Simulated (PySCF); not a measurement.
How methods differ on the ionisation energy of Tc⁺

Tc⁺ [Kr] 4d5 5s1 (7S) → Tc²⁺ [Kr] 4d5 (6S), as a difference of total energies. All numbers are calculated (PySCF 2.14, the spin-free X2C one-electron Hamiltonian (Gaussian nucleus), in ANO-RCC-VTZP (7s6p4d2f1g, 68 functions)). Correlated levels: valence: [Kr] frozen. The calculations carry no spin-orbit coupling.

| method | ionisation energy (eV) | difference from reference (eV) |
| --- | --- | --- |
| UHF | 14.249 | -1.011 |
| MP2 (valence) | 14.811 | -0.449 |
| SCS-MP2 (valence) | 14.436 | -0.824 |
| CCSD (valence) | 14.833 | -0.427 |
| CCSD(T) (valence) | 14.855 | -0.405 |

Reference: 15.26 eV (semi-empirical (NIST evaluation); NIST Atomic Spectra Database, ionization energies).

Errors of the correlated levels include the incompleteness of this basis and the frozen core.
